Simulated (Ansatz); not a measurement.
The lowest singlet and triplet of NP (SMILES N#P); geometries from B3LYP-D3(BJ)/def2-TZVP, each state relaxed from the structure named, with no frequency check.
Singlet (charge 0, multiplicity 1):
```xyz
2

N      0.0000     0.0000    -1.0110
P      0.0000     0.0000     0.4718
```

```tsv
level	gap E(singlet) − E(triplet), vertical, at the singlet's geometry (kcal/mol)	cost
U-HF/cc-pV(D+d)Z (spin-contaminated)	-62.42	-
R-HF/cc-pV(T+d)Z	-52.48	-
U-HF/cc-pV(Q+d)Z (spin-contaminated)	-58.33	-
U-PBE/def2-TZVPP	-90.72	×1
R-r2SCAN/def2-TZVPP	-86.01	×3
U-r2SCAN/def2-TZVPP	-86.01	×3
R-B3LYP/def2-TZVPP	-87.76	×1
U-PBE0/def2-TZVPP	-84.62	×1
R-BHLYP/def2-TZVPP	-78.09	×1
U-BHLYP/def2-TZVPP	-78.09	×2
U-wB97X-V/def2-TZVPP	-87.92	×3
R-wB97M-V/def2-TZVPP	-92.04	×2
R-B2PLYP/def2-TZVPP	-94.95	×1
R-MP2/cc-pV(D+d)Z	-113.86	-
U-MP2/cc-pV(D+d)Z (spin-contaminated)	-82.63	-
U-MP2/cc-pV(T+d)Z (spin-contaminated)	-79.88	-
U-MP2/cc-pV(Q+d)Z (spin-contaminated)	-79.58	-
U-SCS-MP2/cc-pV(D+d)Z (spin-contaminated)	-79.36	-
R-SCS-MP2/cc-pV(T+d)Z	-109.02	-
U-SCS-MP2/cc-pV(T+d)Z (spin-contaminated)	-76.39	-
R-SCS-MP2/cc-pV(Q+d)Z	-109.67	-
U-SCS-MP2/cc-pV(Q+d)Z (spin-contaminated)	-76.12	-
R-CCSD/cc-pV(T+d)Z	-89.16	-
U-CCSD/cc-pV(T+d)Z (spin-contaminated)	-88.40	-
R-CCSD/cc-pV(Q+d)Z	-88.96	-
R-CCSD(T)/cc-pV(D+d)Z	-95.98	×0.8
U-CCSD(T)/cc-pV(D+d)Z (spin-contaminated)	-94.45	×1
R-CCSD(T)/cc-pV(T+d)Z	-94.32	×2
U-CCSD(T)/cc-pV(T+d)Z (spin-contaminated)	-92.65	×3
R-CCSD(T)/cc-pV(Q+d)Z	-94.36	×8
U-CCSD(T)/cc-pV(Q+d)Z (spin-contaminated)	-92.73	×10
R-CCSDT(Q)/cc-pV(D+d)Z	-87.72	×4
SA-CASSCF(10,8)/cc-pV(Q+d)Z	-94.92	-
SC-NEVPT2 on SA-CASSCF(10,8)/cc-pV(D+d)Z	-90.88	-
SC-NEVPT2 on SA-CASSCF(10,8)/cc-pV(T+d)Z	-90.09	-
SC-NEVPT2 on SA-CASSCF(10,8)/cc-pV(Q+d)Z	-90.53	-
FIC-NEVPT4(SD) on SA-CASSCF(10,8)/cc-pV(D+d)Z	-88.71	-
FIC-NEVPT4(SD) on SA-CASSCF(10,8)/cc-pV(Q+d)Z	-88.34	-
FIC-MRCISD+Q on SA-CASSCF(10,8)/cc-pV(T+d)Z	-88.15	-
FIC-MRCISD+Q on SA-CASSCF(10,8)/cc-pV(Q+d)Z	-88.71	-
```

The rows run from -113.86 (R-MP2/cc-pV(D+d)Z) to -52.48 kcal/mol (R-HF/cc-pV(T+d)Z). From cc-pV(D+d)Z (spin-contaminated) to cc-pV(Q+d)Z (spin-contaminated) U-CCSD(T) changes by 1.72. The 5 R-functionals in def2-TZVPP without D3 or D4 span 16.87, from R-B2PLYP to R-BHLYP.

A positive gap puts the triplet lower; no zero-point energy. R- takes a restricted singlet. U- takes an unrestricted singlet (broken symmetry where lower, unprojected). The triplet is unrestricted in single-reference levels. Active spaces average the two states.

Cores are frozen in the correlated methods.

Doubts at one or more of the structures used: a restricted determinant that unrestricted orbitals would lower (R-HF/cc-pV(T+d)Z, R-MP2/cc-pV(D+d)Z, R-SCS-MP2/cc-pV(T+d)Z, R-SCS-MP2/cc-pV(Q+d)Z, R-CCSD/cc-pV(T+d)Z, R-CCSD/cc-pV(Q+d)Z, R-CCSD(T)/cc-pV(D+d)Z, R-CCSD(T)/cc-pV(T+d)Z, R-CCSD(T)/cc-pV(Q+d)Z, R-CCSDT(Q)/cc-pV(D+d)Z); a spin-contaminated determinant (R-HF/cc-pV(T+d)Z, R-MP2/cc-pV(D+d)Z, R-SCS-MP2/cc-pV(T+d)Z, R-SCS-MP2/cc-pV(Q+d)Z, R-CCSD/cc-pV(T+d)Z, R-CCSD/cc-pV(Q+d)Z, R-CCSD(T)/cc-pV(D+d)Z, R-CCSD(T)/cc-pV(T+d)Z, R-CCSD(T)/cc-pV(Q+d)Z, R-CCSDT(Q)/cc-pV(D+d)Z); T1 above 0.05 (U-CCSD/cc-pV(T+d)Z (spin-contaminated), U-CCSD(T)/cc-pV(D+d)Z (spin-contaminated), U-CCSD(T)/cc-pV(T+d)Z (spin-contaminated), U-CCSD(T)/cc-pV(Q+d)Z (spin-contaminated), R-CCSDT(Q)/cc-pV(D+d)Z); other coupled-cluster roots lie near (R-CCSDT(Q)/cc-pV(D+d)Z).

Programs: Ansatz (a quantum-chemistry and plane-wave program) with Gaussian orbitals. 

Costs are rough ratios of core time to R-PBE/def2-TZVPP (about 4 s over the structures, on one shared machine); a dash marks a level with no comparable run of its own.
